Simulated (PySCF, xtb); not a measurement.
(3R,4R)-3,4-difluorocyclobutene (C₄H₄F₂), SMILES F[C@@H]1C=C[C@H]1F.

Harmonic wavenumbers (cm⁻¹) from GFN2-xTB (xtb) at its own minimum, in rising order: 165, 302, 308, 415, 596, 726, 828, 859, 974, 991, 1002, 1037, 1063, 1131, 1141, 1164, 1228, 1268, 1295, 1645, 2950, 2959, 3146, 3164.

Problem. What does PBE0-D3(BJ)/def2-SVP in PySCF give at its own minimum? (Estimate from the structure and the level; the computed values follow.)

Solution. 185, 312, 334, 441, 624, 691, 863, 970, 1000, 1007, 1034, 1092, 1140, 1184, 1211, 1238, 1325, 1375, 1403, 1664, 3097, 3100, 3227, 3256. Paired by order, the mean absolute difference is 62 cm⁻¹ and the zero-point energies are 43.4 and 45.4 kcal/mol.
